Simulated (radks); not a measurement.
Values are calculated unless marked as measured or tabulated.
Coulomb parameter of the 4d shell of the niobium ion Nb2+ in the model configuration [Kr] 4d2 5s1, as a second difference U = [E(n + 0.25) + E(n - 0.25) - 2 E(n)] / (0.25)^2 with all orbitals relaxed. "Bare": the charge of the atom changes with n. "Screened": the 5s shell takes up the change at fixed total charge, which measures U(4d,4d) + U(5s,5s) - 2 U(4d,5s). Code: a radial shooting solver on a logarithmic mesh with Libxc functionals. Model: Dirac Kohn-Sham, PBEsol, spin-unpolarised, spherical densities, finite nucleus; open shells are shared between the two j in proportion to 2j + 1; Fermi nuclear charge, rms radius 4.324 fm.

start: configuration [Kr] 4d2 5s1; E - E(n) (eV) 0.000
bare +0.25: configuration [Kr] 4d2.25 5s1; E - E(n) (eV) -5.110
bare -0.25: configuration [Kr] 4d1.75 5s1; E - E(n) (eV) 5.812
screened +0.25: configuration [Kr] 4d2.25 5s0.75; E - E(n) (eV) -0.821
screened -0.25: configuration [Kr] 4d1.75 5s1.25; E - E(n) (eV) 0.900

U(bare) = 11.221 eV, U(screened by 5s) = 1.257 eV.
